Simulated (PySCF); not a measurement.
Isomers of [C6H13N2]+ (charge +1). Level of theory: PySCF 2.14.0, PBE0-D3(BJ)/def2-SVP geometry optimisation, gas phase. One conformer each; no zero-point energy, no entropy. No frequencies were run at this level. Point groups hold within 0.08 Å.

Question: Rank from lowest to highest electronic energy at this level (kcal/mol).
A. `[CH2:1]=[N:2][CH:3]1[CH2:4][N+:5]([CH3:6])([CH3:7])[CH2:8]1` (charge +1) with C1–N2–C3–C4 133°, N2–C3–C4–N5 97°, C3–C4–N5–C6 -98°, C4–N5–C8–C3 -15°, N2–C3–C8–N5 -97°
B. `C[N+](C)(C)C=C=CN`

Answer: A (0.0), B (9.0).

As drawn, the lower has a four-membered ring, which the higher lacks; the higher has an N–H bond, which the lower lacks.

| SMILES | E (Eh) | E rel (kcal/mol) | dipole about centre of mass (D) | point group | A, B, C (MHz) |
| --- | --- | --- | --- | --- | --- |
| C=NC1C[N+](C)(C)C1 | -345.03432 | 0.0 | 2.89 | Cs | 4618, 1330, 1241 |
| C[N+](C)(C)C=C=CN | -345.01993 | 9.0 | 1.21 | C1 | 4282, 971.4, 957.0 |
